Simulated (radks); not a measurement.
The numbers below are computed, except where a source is named.
The oxygen anion O2-, [Ne], held by a Watson sphere: a shell of charge +2 at radius R that stands for the Madelung well of a crystal (potential energy -2/R inside, -2/r outside, in hartree with lengths in bohr). Level of theory: non-relativistic Kohn-Sham, r2SCAN, spin-unpolarised, spherical densities, point nucleus; meta-GGA in the generalised Kohn-Sham scheme (a radial shooting solver on a logarithmic mesh with Libxc functionals).

R (bohr) = 2.03: e(1s) (eV) -513.53; e(2s) (eV) -23.193; e(2p) (eV) -7.942; <r> 2p (bohr) 1.486; sum of <r^2> (bohr^2) 21.46; X-ray form factor at sin(theta)/lambda = 0.1 1/angstrom 8.629
R (bohr) = 2.09: e(1s) (eV) -513.51; e(2s) (eV) -22.923; e(2p) (eV) -7.721; <r> 2p (bohr) 1.500; sum of <r^2> (bohr^2) 21.86; X-ray form factor at sin(theta)/lambda = 0.1 1/angstrom 8.608
R (bohr) = 2.52: e(1s) (eV) -513.18; e(2s) (eV) -21.279; e(2p) (eV) -6.306; <r> 2p (bohr) 1.591; sum of <r^2> (bohr^2) 24.74; X-ray form factor at sin(theta)/lambda = 0.1 1/angstrom 8.474
R (bohr) = 2.75: e(1s) (eV) -512.93; e(2s) (eV) -20.579; e(2p) (eV) -5.666; <r> 2p (bohr) 1.637; sum of <r^2> (bohr^2) 26.28; X-ray form factor at sin(theta)/lambda = 0.1 1/angstrom 8.408
R (bohr) = 3.05: e(1s) (eV) -512.60; e(2s) (eV) -19.817; e(2p) (eV) -4.939; <r> 2p (bohr) 1.692; sum of <r^2> (bohr^2) 28.32; X-ray form factor at sin(theta)/lambda = 0.1 1/angstrom 8.329
R (bohr) = 3.32: e(1s) (eV) -512.30; e(2s) (eV) -19.250; e(2p) (eV) -4.378; <r> 2p (bohr) 1.740; sum of <r^2> (bohr^2) 30.22; X-ray form factor at sin(theta)/lambda = 0.1 1/angstrom 8.263
